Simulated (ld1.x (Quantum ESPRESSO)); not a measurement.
titanium: excitation energies, all-electron against TM

titanium (Ti), norm-conserving Troullier–Martins (Kleinman–Bylander form), made with ld1.x (Quantum ESPRESSO) 7.5 (BP86, scalar-relativistic). Core [Ar], reference 3d2 4s1.5 4p0.5. Waves: 4p (bound): rc 4.00 bohr; 3d (bound): rc 2.35 bohr; 4s (bound): rc 3.05 bohr. Local part: the s channel. Core correction: a·sin(br)/r model core inside 2.25 bohr.

Energies are relative to the spin-unpolarised reference configuration 3d2 4s1.5 4p0.5; without spin polarisation the order of configurations can differ from experiment.

```tsv
valence configuration	charge	ΔE all-electron (eV)	error AE − PS (meV)
3d2 4s1 4p0	+1	5.979	-1.9
3d2 4s0 4p0	+2	19.642	-34
3d1 4s2 4p1	0	3.158	+19
3d2.5 4s1.5 4p0	0	-1.180	-24
3d3 4s0 4p0	+1	6.047	-92
```

What are ΔE and the potential's error for 3d1 4s0 4p0?

ΔE = 46.613 eV all-electron; the error (AE − PS) is -167 meV.

What are ΔE and the potential's error for 3d2 4s2 4p0?

ΔE = -1.539 eV all-electron; the error (AE − PS) is -0.1 meV.
